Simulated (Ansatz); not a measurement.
Input for Ansatz (development build ahead of 0.2.0):

```yaml
crystal:
  periodic: [false, false, false]
  atoms:
    - { symbol: H, position_ang: [0.99005, -1.0e-05, 9.0e-05] }
    - { symbol: H, position_ang: [0.49501, 0.8573, 8.0e-05] }
    - { symbol: H, position_ang: [-0.49492, 0.8573, 2.0e-05] }
    - { symbol: H, position_ang: [-0.98998, -5.0e-05, -8.0e-05] }
    - { symbol: H, position_ang: [-0.49508, -0.85741, -5.0e-05] }
    - { symbol: H, position_ang: [0.49492, -0.85743, 1.0e-05] }
basis:
  gaussian: { orbitals: cc-pVDZ }
magnetization:
  spin_polarized: true
  initial_magnetization: 2
hamiltonian:
  xc: hf
output:
  forces: true
```

The input is written out in the form of the current development build from the run's settings.

Output:

- Converged: yes
- Total energy: -2.97322 hartree
- Spin squared of the determinant: 2.073
- Stability test: minimum

Forces (eV/Å):
```json
{"atom": "H1", "Fx": "3.241", "Fy": "6.548", "Fz": "0.000"}
{"atom": "H2", "Fx": "0.297", "Fy": "0.513", "Fz": "0.000"}
{"atom": "H3", "Fx": "4.051", "Fy": "6.080", "Fz": "0.001"}
{"atom": "H4", "Fx": "-3.241", "Fy": "-6.549", "Fz": "-0.001"}
{"atom": "H5", "Fx": "-0.298", "Fy": "-0.512", "Fz": "0.000"}
{"atom": "H6", "Fx": "-4.050", "Fy": "-6.080", "Fz": "0.000"}
```

Caution: the determinant breaks the point group.
